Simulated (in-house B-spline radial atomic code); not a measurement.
Response and correlation of Br7+

Closed shell [Ar] 3d10. Computed with a B-spline radial code for spherical atoms: Dirac-Hartree-Fock, relativistic RPA (time-dependent Dirac-Hartree-Fock) for the response and second-order many-body perturbation theory for correlation, no-pair Dirac-Coulomb Hamiltonian, finite nucleus.

Command:
```bash
python run_mb.py task.json out
```
Settings (nuclear radius in fm, box in bohr, cutoff in hartree):
```
basis_form          2
Z                   35
core_configuration  [Ar] 3d10
rms_radius          4.1629
mass_number         79
speed_of_light      137.036
box_radius          8.526
lmax                7
intervals           62
virtual_cutoff      30625.0
```

Cost of the run: 4.8 s on 1 thread of Intel(R) Xeon(R) Platinum 8488C, with other jobs on the host.

| multipole (bohr³, bohr⁵, bohr⁷) | uncoupled | coupled RPA |
| --- | --- | --- |
| dipole | 0.26239 | 0.26564 |
| quadrupole | 0.17572 | ? |
| octupole | 0.19817 | 0.22913 |

(1) What is the coupled quadrupole polarisability?

(2) Which subshells carry the dipole polarisability?

(3) What does the dipole shielding factor come to?

Dipole polarisability at imaginary frequency:

| u (Eh) | α(iu) (bohr³) |
| --- | --- |
| 0 | 0.2656 |
| 1.13 | 0.2545 |
| 3.39 | 0.1984 |
| 6.79 | 0.126 |
| 11.3 | 0.07392 |
| 22.6 | 0.02821 |
| 45.3 | 0.009014 |
| 113 | 0.001783 |

(4) What dispersion coefficients follow for two such ions (the dispersion part alone)?

Lowest J = 1 odd-parity excitations:

| energy (eV) | oscillator strength | leading channel | weight |
| --- | --- | --- | --- |
| 88.334 | 0.00438 | 3d5/2 → p3/2 | 0.441 |
| 90.484 | 0.487 | 3d3/2 → p1/2 | 0.681 |
| 91.02 | 0.107 | 3d3/2 → p3/2 | 0.68 |
| 137.49 | 0.00473 | 3d5/2 → p3/2 | 0.757 |
| 137.99 | 0.0187 | 3d5/2 → f5/2 | 0.681 |
| 138.47 | 0.00422 | 3d3/2 → p1/2 | 0.651 |
| 138.86 | 0.116 | 3d3/2 → p3/2 | 0.332 |
| 138.99 | 0.0833 | 3d3/2 → p3/2 | 0.372 |

Second-order correlation energy by the highest angular momentum of the excited pair (hartree): s -0.0221, p -0.1962, d -0.5691, f -0.4551, g -0.1583, h -0.06902, i -0.03169, k -0.01616.

(5) What is the second-order correlation energy at the partial-wave limit?

Results:

(1) 0.20323 atomic units, +16 % against the uncoupled value.

(2) 3d5/2 54.7 %, 3d3/2 35.9 %, 3p3/2 5.5 %.

(3) The dipole shielding factor is 0.800, against the exact N/Z = 28/35 = 0.800 of the non-relativistic theorem.

(4) C6 = (3/π)∫α(iu)²du = 0.3436 hartree·bohr⁶ and C8 = 1.245 hartree·bohr⁸.

(5) The listed waves sum to -1.5177 hartree; extrapolating the increments as (l + 1/2)⁻⁴ gives -1.5507 hartree, -1.51 eV per electron.
